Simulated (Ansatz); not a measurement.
Reactions of `N=C([SiH3])[SiH2]N`.

Calculated with Ansatz (gas phase, PBE0-D4/def2-TZVP geometries, no zero-point term in ΔE). CCSD(T)/CBS adds triple-zeta CCSD(T) − MP2 to the extrapolated MP2 energy (def2 sets, frozen cores). This one scheme is used for every species. For Br, Ga outer-core shells are correlated without core-valence functions, which leaves a few kJ/mol of doubt a bond. Scalar relativity is left out up to krypton. One conformer a species, not always the lowest.

```tsv
reaction	CCSD(T)/CBS(def2) (kcal/mol)
`N=C([SiH3])[SiH2]N` + `C[O][Ga]([OH])[Br]` → `C[O][Ga]([Br])[O][SiH3]` + `N=C[SiH2]N`	?
`N=C([SiH3])[SiH2]N` + CH₃NH₂ → `CN[SiH2]N` + `N=C[SiH3]`	-15.9
`N=C([SiH3])[SiH2]N` + `BS` → `BSC(=N)[SiH3]` + `N[SiH3]`	3.0
`N=C([SiH3])[SiH2]N` + `[AlH2][SH]` → `N[SiH2][S][AlH2]` + `N=C[SiH3]`	-18.6
```

**Question.** Fill in the missing values. (Estimate.)

**Answer.** Computed: `N=C([SiH3])[SiH2]N` + `C[O][Ga]([OH])[Br]` → `C[O][Ga]([Br])[O][SiH3]` + `N=C[SiH2]N`: -25.8 kcal/mol.

Largest T1 diagnostic: 0.015, for `BSC(=N)[SiH3]`.
